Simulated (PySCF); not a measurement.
A run for PySCF: R-B3LYP/LANL2DZ on H2O2Sn (SMILES [OH][Sn][OH]), a point of a torsion scan.

```python
from pyscf import gto, scf, dft, mp
from pyscf.data.elements import chemcore

mol = gto.M(
    atom='''
    O     1.20755805   -0.36332595   -0.47629293
    Sn   -0.26564410    1.06902731   -0.63668413
    O    -1.82308454   -0.18603034   -0.27267931
    H     2.11636013   -0.29928798   -0.19451907
    H    -1.69752656   -1.11843492   -0.10439900
    ''',
    basis='lanl2dz',
    ecp={'Sn': 'lanl2dz'},
    charge=0, spin=0, verbose=3, max_memory=1800)
mf = dft.RKS(mol, xc='b3lyp')
mf.conv_tol = 1e-8
mf.max_cycle = 100
mf.kernel()
if not mf.converged:
    mf = mf.newton().run(mf.mo_coeff, mf.mo_occ)
```

**Question.** Give the final energy of this run.

**Answer.** -155.0809 hartree.
